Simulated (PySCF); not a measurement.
# UHF on Ir⁺ (iridium, charge +1)

Configuration: [Xe] 4f14 5d7 6s1, high-spin 5F determinant. Calculation: PySCF 2.14, in x2c-TZVPPall (11s7p7d3f1g, 97 functions); scalar relativity by spin-free X2C-1e.

| Property | Result |
| --- | --- |
| Total energy | -17823.691106 hartree |
| One-electron energy | -24423.1553 hartree |
| Hartree (Coulomb) energy | 6946.9113 hartree |
| Exchange energy | -347.4471 hartree |
| ⟨S²⟩ | 6.0048 |
| ⟨L²⟩ | 12.041 |
| Sum of ⟨r⟩ | 42.72 bohr |
| Sum of ⟨r²⟩ | 52.07 bohr² |
| Langevin diamagnetic susceptibility | -41.2 ×10⁻⁶ cm³/mol |

```tsv
shell	electrons	mean orbital energy (hartree)	spread (hartree)	rms radius, mean of both spins (bohr)
1s α	1	-2812.53227	0	0.0197
1s β	1	-2812.53078	0	0.0197
2s α	1	-497.65504	0	0.0795
2s β	1	-497.64010	0	0.0795
2p α	3	-433.90996	0	0.0727
2p β	3	-433.89593	0	0.0727
3s α	1	-119.07353	0	0.203
3s β	1	-119.06743	0	0.203
3p α	3	-100.03783	0	0.205
3p β	3	-100.03285	0	0.205
3d α	5	-78.21728	0.00365	0.188
3d β	5	-78.20532	0.01180	0.188
4s α	1	-26.94599	0	0.450
4s β	1	-26.92554	0	0.450
4p α	3	-20.56543	0	0.479
4p β	3	-20.54766	0	0.479
4d α	5	-12.42044	0.01030	0.514
4d β	5	-12.39407	0.02517	0.514
5s α	1	-4.61890	0	1.05
5s β	1	-4.46755	0	1.05
4f α	7	-3.35121	0.01353	0.587
4f β	7	-3.33317	0.00443	0.587
5p α	3	-2.88705	0	1.22
5p β	3	-2.67642	0	1.22
5d α	5	-0.81777	0.03770	1.79
5d β	2	-0.71664	0	1.79
6s α	1	-0.61218	0	2.95
```

Spin-orbit coupling, absent here, splits the open shell strongly.

Densities and radii are taken from the X2C orbitals without a picture-change correction, which distorts them close to the nucleus.

Spin-orbit constants ζ (cm⁻¹) from the X2C one-electron operator on these orbitals: bare nucleus, nucleus screened by l(l+1)(2l+1)/3 electrons, and screened by the Breit-Pauli mean field of the electrons.

```tsv
shell	bare	screened nucleus	mean field
2p	8147000	7935000	n/a
3p	1802000	1755000	n/a
3d	280500	244100	n/a
4p	422100	411100	n/a
4d	57610	50130	n/a
4f	11000	7000	n/a
5p	62470	60850	n/a
5d	4693	4084	n/a
```

To first order the Landé constant is A = -1021 cm⁻¹, so the lowest level has J = 5 and lies 0.759 eV below the centre of the term. This holds in LS coupling only.
